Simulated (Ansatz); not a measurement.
System: CMoO (charge 0, quintet). The spin state was set by rule; other spins were not relaxed. 
Geometry from a B3LYP-D3(BJ)/def2-TZVP (Ansatz, a quantum-chemistry and plane-wave program) optimisation:
```
C
O 1 1.1626
Mo 1 1.9327 2 180.00
```
Charge 0, spin multiplicity 5.

Basis-set convergence of Hartree-Fock and MP2 correlation energies (hartree) with Ansatz. Cores are frozen in the correlated levels unless marked. UHF or UKS for open shells. No spin-orbit coupling. The frozen core is the preceding noble-gas configuration, with the filled d and f shells of earlier blocks. Past Kr the def2 sets carry scalar-relativistic core potentials.

The UHF reference is spin-contaminated (<S^2> 0.64 over the pure value in the largest basis). The T1 diagnostic of CCSD in the largest basis is 0.062, which is high, so the coupled-cluster rows are less sure than usual.

```
basis        functions       E(HF)  E(corr, MP2)
-----------  ---------  ----------  ------------
def2-SVPD           77  -180.13891      -0.38636
def2-TZVPPD        133  (withheld)    (withheld)
```

Fill in the missing entries.


- def2-TZVPPD, E(HF): -180.29455
- def2-TZVPPD, E(corr, MP2): -0.47560
